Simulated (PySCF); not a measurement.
SbH2(tBu), C₄H₁₁Sb.
Cartesian coordinates in Å at the PBE0-D3(BJ)/def2-SVP level; atoms count from 1:
```xyz
16
C4H11Sb angstrom
Sb     0.9662    1.5657    1.2704
H      2.3231    1.6275    0.2154
H      0.1803    2.8167    0.3911
C     -0.0234   -0.0568    0.1202
C     -1.4599   -0.1556    0.6243
C      0.7348   -1.3470    0.4172
C     -0.0017    0.2430   -1.3729
H     -1.9882   -0.9732    0.1002
H     -1.5080   -0.3742    1.7031
H     -2.0274    0.7703    0.4385
H      0.7381   -1.5891    1.4921
H      1.7811   -1.2985    0.0757
H      0.2574   -2.1941   -0.1087
H      1.0241    0.3493   -1.7569
H     -0.5494    1.1666   -1.6144
H     -0.4814   -0.5847   -1.9288
```

Computed with TDDFT B3LYP/def2-SVPD, vertical, gas phase, core orbitals frozen in the response, def2 core potentials past Kr in PySCF 2.14.0, density-fitted response routines. Spin–orbit coupling is left out.

Transition dipole moments from the ground state, in atomic units and in the frame of the coordinates above (overall signs are arbitrary), for the states with f of 0.002 or more among the lowest 7:

```json
{"state": "S1", "E (eV)": "5.330", "μx": "0.338", "μy": "0.610", "μz": "-0.106"}
{"state": "S2", "E (eV)": "5.591", "μx": "0.374", "μy": "-0.217", "μz": "-0.021"}
{"state": "S3", "E (eV)": "5.956", "μx": "0.500", "μy": "0.771", "μz": "0.920"}
{"state": "S4", "E (eV)": "6.488", "μx": "0.274", "μy": "0.393", "μz": "0.790"}
{"state": "S5", "E (eV)": "6.842", "μx": "-0.223", "μy": "-0.406", "μz": "-0.011"}
{"state": "S6", "E (eV)": "6.910", "μx": "0.382", "μy": "-0.213", "μz": "-0.028"}
{"state": "S7", "E (eV)": "7.232", "μx": "-0.553", "μy": "-0.983", "μz": "-0.112"}
```

Problem. What oscillator strength does each state have?

Solution. f = (2/3) ΔE |μ|² with ΔE in hartree (27.2114 eV).

```
state  |μ|² (au)  |μ| (D)      f
   S1      0.498     1.79  0.065
   S2      0.187     1.10  0.026
   S3      1.692     3.31  0.247
   S4      0.854     2.35  0.136
   S5      0.215     1.18  0.036
   S6      0.192     1.11  0.033
   S7      1.283     2.88  0.227
```

Problem. The point group is Cs. Which irreducible representation does each state belong to?

Solution. The ground state is totally symmetric, so the direction of μ fixes the label. Polarised normal to the mirror plane, so A″: S2 and S6. Polarised in the mirror plane, so A′: S1, S3, S4, S5 and S7.

Problem. Which bond between heavy atoms lies closest to the direction of the S3 transition dipole?

Solution. Sb1–C4, at 14° from it; next C4–C7 at 55°.

Problem. What angle do the transition dipoles of S2 and S6 make?

Solution. |cos θ| = |μa·μb| / (|μa| |μb|) = 1.00, so θ ≈ 1° (taken between 0 and 90°, since the signs are arbitrary).

Problem. What peak molar absorption coefficient would the strongest computed level give as a lone Gaussian band 0.5 eV wide at half height?

Solution. ε(max) = 2.175×10⁸ f / FWHM, with the width in cm⁻¹. S3: 2.175×10⁸ × 0.2469 / 4033 ≈ 13000 L mol⁻¹ cm⁻¹.

All these states lie below the vertical ionisation energy of 8.61 eV (ΔSCF).

Hardware: Arm Neoverse V2, one thread, shared host. Cost: 73 s (grids of density and orbitals included), 0.98 GiB resident at most.
